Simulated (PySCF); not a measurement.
C₃H₈N, SMILES C[C](N)C, multiplicity 2. Coordinates come from a ωB97X-D3(BJ)/def2-SVP optimisation. The isomer is the one that the SMILES or the coordinates give; other isomers of the formula were not compared. The values are those of a single conformer.

Computed equilibrium geometry at ωB97X-D3(BJ)/def2-SVP (PySCF confirms it by a frequency run) as Cartesian coordinates in Å, and its point group (one conformer of several):
point group Cs.
```xyz
12

C     -0.0300    -0.6906    -1.3035
C      0.1752     0.0111     0.0000
C     -0.0300    -0.6906     1.3035
N      0.0674     1.4096     0.0000
H      0.3464    -1.7245    -1.2613
H     -1.1021    -0.7454    -1.5989
H      0.5018    -0.1767    -2.1237
H      0.3464    -1.7245     1.2613
H      0.5018    -0.1767     2.1237
H     -1.1021    -0.7454     1.5989
H     -0.3279     1.8234     0.8388
H     -0.3279     1.8234    -0.8388
```
Charge 0, spin multiplicity 2.
